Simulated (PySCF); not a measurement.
# Thallium: a sound run and one with changed settings

Sound run: Tl [Xe] 4f14 5d10 6s2 6p1, Tl⁺ [Xe] 4f14 5d10 6s2. All numbers are calculated (PySCF 2.14, a scalar-relativistic core potential, in aug-cc-pVDZ-PP with ECP60MDF (5s4p3d, 32 functions)). In the sound run the correlated levels freeze 5s2 5p6 5d10 outside the core potential. The sound run starts from symmetry-adapted Hartree-Fock orbitals and uses a fine grid where one is needed.

Changed run: initial guess 1e, at most 50 SCF cycles.

| species | method | sound run (hartree) | changed run (hartree) | converged |
| --- | --- | --- | --- | --- |
| Tl | UHF | -171.51252 | -171.51252 | yes |
| Tl | PBE | -172.52943 | -172.52943 | yes |
| Tl | CCSD(T) | -171.54487 | -171.54487 | yes |
| Tl⁺ | M06-L | -172.41647 | -172.41647 | yes |
| Tl⁺ | MP2 | -171.34618 | -171.34618 | yes |

Here the plain start reaches the same solutions.
